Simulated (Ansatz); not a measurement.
The cluster Ta2O5⁺. Charge 1, multiplicity 2. Geometry PBE-D4/def2-SVP, basis def2-TZVP, Ansatz.

```xyz
7

Ta    0.148   -1.021   -0.320
Ta    0.344    1.820    0.503
O     0.187    0.845   -1.095
O     1.512   -2.068   -0.784
O    -1.369   -2.008   -0.444
O     0.449    0.129    1.314
O    -1.271    2.303    0.825
```

```json
{"run": "A", "HOMO (eV)": "-14.14", "LUMO (eV)": "-10.48"}
{"run": "B", "HOMO (eV)": "-13.62", "LUMO (eV)": "-10.91"}
{"run": "C", "HOMO (eV)": "-12.83", "LUMO (eV)": "-11.84"}
{"run": "D", "HOMO (eV)": "-13.17", "LUMO (eV)": "-11.43"}
{"run": "E", "HOMO (eV)": "-16.34", "LUMO (eV)": "-8.44"}
{"run": "F", "HOMO (eV)": "-12.74", "LUMO (eV)": "-11.74"}
```

In the def2 sets Ta takes a core potential; there is no spin–orbit coupling. The structure comes from a short search, and lower isomers may exist.

HOMO and LUMO are taken over both spins.

Question: The runs used BLYP, PBE, PBE0, r2SCAN, r2SCANh, ωB97X-V. Estimate which is which.

Answer: A PBE0 (25 % exact exchange); B r2SCANh (10 % exact exchange); C PBE (0 % exact exchange); D r2SCAN (0 % exact exchange); E ωB97X-V (range-separated); F BLYP (0 % exact exchange). Exact exchange lowers occupied and raises empty levels; among semilocal functionals meta-GGAs tend to open the gap a little, and such runs are hard to tell apart. The gap grows from 0.99 eV (PBE) to 7.89 eV (ωB97X-V).
